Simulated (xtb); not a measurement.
xtb input file for Si(H)2(Br)(Et) (C2H7BrSi), SMILES CC[SiH2]Br, GFN2-xTB. 

```
$ xtb mol.xyz --gfn 2 --sp --chrg 0 --uhf 0 --json
$ cat mol.xyz
11

Si    -0.09912067     1.09515766    -0.45065429
Br     1.11937842    -0.55727165     0.39792492
C     -1.76581880     0.36859656    -0.98544313
C     -2.56337784    -0.22127600     0.17453311
H     -0.22780745     2.06153614     0.63151910
H      0.67285605     1.60024990    -1.57735130
H     -2.35615782     1.14907306    -1.47001043
H     -1.60383444    -0.40764602    -1.73787927
H     -3.50595917    -0.63510682    -0.17965759
H     -2.78744290     0.54095660     0.91909257
H     -2.00702978    -1.02068562     0.66153478
```

Log of the run:

```
[banner left out]
          |                Calculation Setup                |
           -------------------------------------------------



           -------------------------------------------------
          |                 G F N 2 - x T B                 |
           -------------------------------------------------

        Reference                      10.1021/acs.jctc.8b01176
      * Hamiltonian:
        H0-scaling (s, p, d)           1.850000    2.230000    2.230000
        zeta-weighting                 0.500000
      * Dispersion:
        s8                             2.700000
        a1                             0.520000
        a2                             5.000000
        s9                             5.000000
      * Repulsion:
        kExp                           1.500000    1.000000
        rExp                           1.000000
      * Coulomb:
        alpha                          2.000000
        third order                    shell-resolved
        anisotropic                    true
        a3                             3.000000
        a5                             4.000000
        cn-shift                       1.200000
        cn-exp                         4.000000
        max-rad                        5.000000


          ...................................................
          :                      SETUP                      :
          :.................................................:
          :  # basis functions                  35          :
          :  # atomic orbitals                  33          :
          :  # shells                           17          :
          :  # electrons                        26          :
          :  max. iterations                   250          :
          :  Hamiltonian                  GFN2-xTB          :
          :  restarted?                      false          :
          :  GBSA solvation                  false          :
          :  PC potential                    false          :
          :  electronic temp.          300.0000000     K    :
          :  accuracy                    1.0000000          :
          :  -> integral cutoff          0.2500000E+02      :
          :  -> integral neglect         0.1000000E-07      :
          :  -> SCF convergence          0.1000000E-05 Eh   :
          :  -> wf. convergence          0.1000000E-03 e    :
          :  Broyden damping             0.4000000          :
          :  net charge                          0          :
          :  unpaired electrons                  0          :
          ...................................................

 iter      E             dE          RMSdq      gap      omega  full diag
   1    -13.7336419 -0.137336E+02  0.593E+00    6.50       0.0  T
   2    -13.8271279 -0.934860E-01  0.239E+00    4.79       1.0  T
   3    -13.8392206 -0.120926E-01  0.222E+00    5.70       1.0  T
   4    -13.8448051 -0.558447E-02  0.102E+00    5.46       1.0  T
   5    -13.8449636 -0.158522E-03  0.808E-01    5.59       1.0  T
   6    -13.8462776 -0.131405E-02  0.575E-01    5.48       1.0  T
   7    -13.8464835 -0.205905E-03  0.518E-01    5.46       1.0  T
   8    -13.8469150 -0.431494E-03  0.189E-01    5.54       1.0  T
   9    -13.8469411 -0.260870E-04  0.477E-02    5.56       1.0  T
  10    -13.8469434 -0.229253E-05  0.221E-02    5.56       1.4  T
  11    -13.8469442 -0.792117E-06  0.449E-03    5.56       6.7  T
  12    -13.8469442 -0.135262E-07  0.232E-03    5.56      13.0  T
  13    -13.8469442 -0.175250E-08  0.769E-04    5.56      39.2  T
  14    -13.8469442 -0.759037E-11  0.304E-04    5.56      99.1  T

   *** convergence criteria satisfied after 14 iterations ***

         #    Occupation            Energy/Eh            Energy/eV
      -------------------------------------------------------------
         1        2.0000           -0.8477212             -23.0677
       ...           ...                  ...                  ...
         7        2.0000           -0.4770347             -12.9808
         8        2.0000           -0.4632190             -12.6048
         9        2.0000           -0.4563006             -12.4166
        10        2.0000           -0.4496439             -12.2354
        11        2.0000           -0.4328223             -11.7777
        12        2.0000           -0.4216108             -11.4726
        13        2.0000           -0.4136619             -11.2563 (HOMO)
        14                         -0.2092785              -5.6948 (LUMO)
        15                         -0.1936262              -5.2688
        16                         -0.1782807              -4.8513
        17                         -0.0857439              -2.3332
        18                         -0.0805603              -2.1922
       ...                                ...                  ...
        33                          0.9440656              25.6893
      -------------------------------------------------------------
                  HL-Gap            0.2043834 Eh            5.5616 eV
             Fermi-level           -0.3114702 Eh           -8.4755 eV

 SCC (total)                   0 d,  0 h,  0 min,  0.016 sec
 SCC setup                      ...        0 min,  0.000 sec (  1.291%)
 Dispersion                     ...        0 min,  0.000 sec (  0.707%)
 classical contributions        ...        0 min,  0.000 sec (  0.516%)
 integral evaluation            ...        0 min,  0.002 sec ( 14.205%)
 iterations                     ...        0 min,  0.008 sec ( 54.125%)
 molecular gradient             ...        0 min,  0.004 sec ( 27.584%)
 printout                       ...        0 min,  0.000 sec (  1.342%)

         :::::::::::::::::::::::::::::::::::::::::::::::::::::
         ::                     SUMMARY                     ::
         :::::::::::::::::::::::::::::::::::::::::::::::::::::
         :: total energy             -13.709701233525 Eh    ::
         :: gradient norm              0.000189332857 Eh/a0 ::
         :: HOMO-LUMO gap              5.561555294825 eV    ::
         ::.................................................::
         :: SCC energy               -13.846936360839 Eh    ::
         :: -> isotropic ES            0.020976562542 Eh    ::
         :: -> anisotropic ES         -0.001551198513 Eh    ::
         :: -> anisotropic XC         -0.010542903140 Eh    ::
         :: -> dispersion             -0.007009070748 Eh    ::
         :: repulsion energy           0.137235127313 Eh    ::
         :: add. restraining           0.000000000000 Eh    ::
         :: total charge               0.000000000000 e     ::
         :::::::::::::::::::::::::::::::::::::::::::::::::::::

           -------------------------------------------------
          |                Property Printout                |
           -------------------------------------------------

    * Orbital Energies and Occupations

         #    Occupation            Energy/Eh            Energy/eV
      -------------------------------------------------------------
         1        2.0000           -0.8477212             -23.0677
         2        2.0000           -0.7261007             -19.7582
         3        2.0000           -0.6142014             -16.7133
         4        2.0000           -0.5710717             -15.5397
         5        2.0000           -0.5150753             -14.0159
         6        2.0000           -0.4990196             -13.5790
         7        2.0000           -0.4770347             -12.9808
         8        2.0000           -0.4632190             -12.6048
         9        2.0000           -0.4563006             -12.4166
        10        2.0000           -0.4496439             -12.2354
        11        2.0000           -0.4328223             -11.7777
        12        2.0000           -0.4216108             -11.4726
        13        2.0000           -0.4136619             -11.2563 (HOMO)
        14                         -0.2092785              -5.6948 (LUMO)
        15                         -0.1936262              -5.2688
        16                         -0.1782807              -4.8513
        17                         -0.0857439              -2.3332
        18                         -0.0805603              -2.1922
        19                         -0.0551854              -1.5017
        20                          0.0396597               1.0792
        21                          0.0421433               1.1468
        22                          0.0873862               2.3779
        23                          0.0916004               2.4926
        24                          0.1351463               3.6775
       ...                                ...                  ...
        33                          0.9440656              25.6893
      -------------------------------------------------------------
                  HL-Gap            0.2043834 Eh            5.5616 eV
             Fermi-level           -0.3114702 Eh           -8.4755 eV

     #   Z          covCN         q      C6AA      α(0)
     1  14 Si       3.559     0.506    98.682    19.123
     2  35 Br       0.828    -0.222   190.967    22.280
     3   6 C        3.699    -0.141    23.389     6.917
     4   6 C        3.764    -0.095    22.351     6.739
     5   1 H        0.920    -0.085     5.080     3.525
     6   1 H        0.920    -0.094     5.361     3.621
     7   1 H        0.924     0.010     2.896     2.661
     8   1 H        0.924     0.027     2.629     2.536
     9   1 H        0.925     0.032     2.554     2.499
    10   1 H        0.925     0.024     2.675     2.558
    11   1 H        0.925     0.038     2.472     2.459

 Mol. C6AA /au·bohr⁶  :       2094.930127
 Mol. C8AA /au·bohr⁸  :      82804.895589
 Mol. α(0) /au        :         74.917640


Wiberg/Mayer (AO) data.
largest (>0.10) Wiberg bond orders for each atom

 ---------------------------------------------------------------------------
     #   Z sym  total        # sym  WBO       # sym  WBO       # sym  WBO
 ---------------------------------------------------------------------------
     1  14 Si   3.776 --     2 Br   1.101     3 C    0.891     5 H    0.884
                             6 H    0.881
     2  35 Br   1.214 --     1 Si   1.101
     3   6 C    3.986 --     4 C    1.030     7 H    0.985     8 H    0.978
                             1 Si   0.891
     4   6 C    3.996 --     3 C    1.030    10 H    0.991    11 H    0.989
                             9 H    0.985
     5   1 H    0.993 --     1 Si   0.884
     6   1 H    0.991 --     1 Si   0.881
     7   1 H    1.000 --     3 C    0.985
     8   1 H    0.999 --     3 C    0.978
     9   1 H    0.999 --     4 C    0.985
    10   1 H    0.999 --     4 C    0.991
    11   1 H    0.999 --     4 C    0.989
 ---------------------------------------------------------------------------

Topologies differ in total number of bonds
Writing topology from bond orders to xtbtopo.mol

molecular dipole:
                 x           y           z       tot (Debye)
 q only:       -0.329       0.518      -0.226
   full:       -1.321       1.513      -0.840       5.534
molecular quadrupole (traceless):
                xx          xy          yy          xz          yz          zz
 q only:       -1.487       0.890       1.244      -0.801      -0.145       0.243
  q+dip:       -2.758       4.022       0.669      -2.331       1.961       2.090
   full:       -2.216       4.031       0.671      -2.064       1.420       1.545


           -------------------------------------------------
          | TOTAL ENERGY              -13.709701233525 Eh   |
          | GRADIENT NORM               0.000189332857 Eh/α |
          | HOMO-LUMO GAP               5.561555294825 eV   |
           -------------------------------------------------
Note: The following floating-point exceptions are signalling: IEEE_UNDERFLOW_FLAG IEEE_DENORMAL
normal termination of xtb

------------------------------------------------------------------------
------------------------------------------------------------------------
 total:
 SCF:
```

Self-consistency was reached.
